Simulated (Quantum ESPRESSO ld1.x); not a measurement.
Task: Cd I, 48 electrons, occupied as [Kr] 4d9 5s2 5p1 (not the ground configuration). All-electron calculation, Dirac Kohn-Sham, PW91, spin-unpolarised, spherical densities, point nucleus; open shells fill j = l - 1/2 first. Program: ld1.x of Quantum ESPRESSO 7.5. Some entries of the table are withheld. Estimate them.

orbital  occ.  eigenvalue (eV)  <r> (bohr)  <1/r> (bohr^-1)
1s1/2       2         -26519.6     0.03040            50.65
2s1/2       2         -3942.12      0.1313            11.69
2p1/2       2         -3670.63      0.1112            11.67
2p3/2       4         -3478.09      0.1164            10.94
3s1/2       2         -740.276         (1)            4.105
3p1/2       2         -631.476         (2)            4.012
3p3/2       4         -597.086         (3)            3.832
3d3/2       4         -404.490      0.3326            3.672
3d5/2       6         -397.501      0.3361            3.625
4s1/2       2         -112.260      0.8758            1.588
4p1/2       2         -77.2235      0.9333            1.469
4p3/2       4         -71.3095      0.9635            1.411
4d3/2       4         -17.5752       1.226            1.098
4d5/2       5         -16.8291       1.243            1.082
5s1/2       2          -7.9621       2.670              (4)
5p1/2       1          -2.6840       3.687           0.3503
5p3/2       0          -2.4025       3.875           0.3327

Result: 
(1) 3s1/2 <r> (bohr): 0.3581
(2) 3p1/2 <r> (bohr): 0.3494
(3) 3p3/2 <r> (bohr): 0.3604
(4) 5s1/2 <1/r> (bohr^-1): 0.4828
